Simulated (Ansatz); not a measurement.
The inner images of a band of BCl2H + F (5 atoms, charge 0, multiplicity 2) are given out of order.

The calculation used Ansatz, UHF/def2-SVP.

First end point:

```xyz
5
Properties=species:S:1:pos:R:3
B 0.000 0.000 -0.267
H 0.000 0.000 0.919
Cl 1.519 0.000 -1.135
Cl -1.519 0.000 -1.135
F 0.000 0.000 3.857
```

Last end point:

```xyz
5
Properties=species:S:1:pos:R:3
B -0.001 0.405 -0.619
H 0.005 0.489 2.679
Cl 1.537 -0.311 -1.006
Cl -1.539 -0.311 -1.007
F -0.002 -0.271 2.193
```

Q: Put them in order from the first end to the last, with their energies above the first end.
A.
```xyz
5
Properties=species:S:1:pos:R:3
B 0.000 0.061 -0.267
H 0.000 0.158 1.828
Cl 1.551 -0.069 -1.013
Cl -1.551 -0.069 -1.012
F 0.000 -0.082 2.703
```
B.
```xyz
5
Properties=species:S:1:pos:R:3
B 0.000 0.056 -0.065
H 0.001 0.258 1.097
Cl 1.526 -0.075 -0.905
Cl -1.526 -0.075 -0.904
F -0.001 -0.165 3.018
```
C.
```xyz
5
Properties=species:S:1:pos:R:3
B 0.001 0.083 -0.191
H 0.002 0.376 0.958
Cl 1.520 -0.131 -1.032
Cl -1.520 -0.131 -1.029
F -0.002 -0.196 3.535
```
D.
```xyz
5
Properties=species:S:1:pos:R:3
B 0.000 0.027 -0.003
H 0.000 0.094 1.319
Cl 1.534 -0.024 -0.802
Cl -1.534 -0.024 -0.802
F -0.001 -0.072 2.528
```
E.
```xyz
5
Properties=species:S:1:pos:R:3
B -0.002 0.266 -0.431
H -0.001 0.478 2.228
Cl 1.541 -0.192 -1.076
Cl -1.542 -0.204 -1.074
F 0.003 -0.347 2.592
```

A: C (+0.7 kJ/mol), B (+11.9 kJ/mol), D (+87.4 kJ/mol), A (-16.3 kJ/mol), E (-24.7 kJ/mol).

Run time: 3.7 min on 1 thread of Arm Neoverse V1, on a shared host, peak memory 0.2 GiB.
